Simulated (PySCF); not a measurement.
Species: C₅H₄F₄O₂.
Numbering: `[F:1]/[CH:2]=[CH:3]/[O:4]/[CH:5]=[C:6](/[F:7])[O:8][CH:9]([F:10])[F:11]` (hydrogens: H12 on C2; H13 on C3; H14 on C5; H15 on C9)

The same species was optimised twice, with GFN2-xTB and with PBE0-D3(BJ)/def2-SVP (PySCF), and the same property calculations (PySCF, gas phase) were run on both structures.

```
      coordinate  GFN2-xTB  PBE0-D3(BJ)/def2-SVP  change
       C6–F7 (Å)     1.352                 1.331  -0.021
       C6–O8 (Å)     1.359                 1.342  -0.017
      C9–F11 (Å)     1.353                 1.337  -0.016
       O8–C9 (Å)     1.368                 1.381  +0.013
       F1–C2 (Å)     1.340                 1.330  -0.010
      C9–F10 (Å)     1.333                 1.325  -0.008
       C2=C3 (Å)     1.326                 1.332  +0.006
       C3–O4 (Å)     1.359                 1.355  -0.004
       C5=C6 (Å)     1.331                 1.333  +0.002
       O4–C5 (Å)     1.350                 1.348  -0.002
  F10–C9–F11 (°)     106.7                 108.9    +2.2
    C5–C6–O8 (°)     126.4                 124.8    -1.6
    C5–C6–F7 (°)     119.5                 121.0    +1.5
   O8–C9–F10 (°)     107.7                 106.4    -1.3
    O4–C5–C6 (°)     121.9                 121.1    -0.8
   O8–C9–F11 (°)     110.8                 110.0    -0.8
    C6–O8–C9 (°)     117.1                 116.5    -0.6
    F1–C2–C3 (°)     120.0                 120.4    +0.4
 C2–C3–O4–C5 (°)       178                   177      -1
 C3–O4–C5–C6 (°)       178                   174      -4
 C5–C6–O8–C9 (°)       132                   109     -23
C6–O8–C9–F10 (°)       165                   171      +6
```

Rotational constants: A = 2153, B = 401.6, C = 359.6 MHz (GFN2-xTB) against A = 1915, B = 454.1, C = 387.8 MHz (PBE0-D3(BJ)/def2-SVP). Point groups within 0.08 Å: C1 and C1.

On the GFN2-xTB structure: HOMO (eV) -6.52 [PBE0/pcSseg-1]; LUMO (eV) 0.16 [PBE0/pcSseg-1]; dipole (D) 2.05 [PBE0/pcSseg-1]; GIAO shielding of F1 (ppm) 358.6 [PBE0/pcSseg-1]; GIAO shielding of C2 (ppm) 34.8 [PBE0/pcSseg-1]; GIAO shielding of C3 (ppm) 41.9 [PBE0/pcSseg-1]; GIAO shielding of O4 (ppm) 230.9 [PBE0/pcSseg-1]; GIAO shielding of C5 (ppm) 61.6 [PBE0/pcSseg-1]; GIAO shielding of C6 (ppm) 28.2 [PBE0/pcSseg-1]; GIAO shielding of F7 (ppm) 319.7 [PBE0/pcSseg-1]; GIAO shielding of O8 (ppm) 165.0 [PBE0/pcSseg-1].

Problem. What do these properties become on the PBE0-D3(BJ)/def2-SVP structure?

Solution. 
| property | level | on GFN2-xTB | on PBE0-D3(BJ)/def2-SVP | change |
| --- | --- | --- | --- | --- |
| HOMO (eV) | PBE0/pcSseg-1 | -6.52 | -6.44 | +0.08 |
| LUMO (eV) | PBE0/pcSseg-1 | 0.16 | 0.16 | 0.00 |
| dipole (D) | PBE0/pcSseg-1 | 2.05 | 1.93 | -0.12 |
| energy, GFN2-xTB geometry as zero (kcal/mol) | PBE0/pcSseg-1 | 0.0 | -0.8 | -0.8 |
| GIAO shielding of F1 (ppm) | PBE0/pcSseg-1 | 358.6 | 359.7 | +1.1 |
| GIAO shielding of C2 (ppm) | PBE0/pcSseg-1 | 34.8 | 34.8 | 0.0 |
| GIAO shielding of C3 (ppm) | PBE0/pcSseg-1 | 41.9 | 41.5 | -0.4 |
| GIAO shielding of O4 (ppm) | PBE0/pcSseg-1 | 230.9 | 228.5 | -2.4 |
| GIAO shielding of C5 (ppm) | PBE0/pcSseg-1 | 61.6 | 58.0 | -3.6 |
| GIAO shielding of C6 (ppm) | PBE0/pcSseg-1 | 28.2 | 31.5 | +3.3 |
| GIAO shielding of F7 (ppm) | PBE0/pcSseg-1 | 319.7 | 315.6 | -4.1 |
| GIAO shielding of O8 (ppm) | PBE0/pcSseg-1 | 165.0 | 163.8 | -1.2 |

The heavy atoms differ by 0.261 Å rms after alignment. Among bonds between heavy atoms C6–F7 changes most (-0.021 Å). Changes are differences of the printed values. Neither structure is proved a minimum here.

The values belong to the conformer `[F:1]/[CH:2]=[CH:3]/[O:4]/[CH:5]=[C:6](/[F:7])[O:8][CH:9]([F:10])[F:11]`: C2–C3–O4–C5 177°, C3–O4–C5–C6 174°, C5–C6–O8–C9 109°, C6–O8–C9–F10 171°.
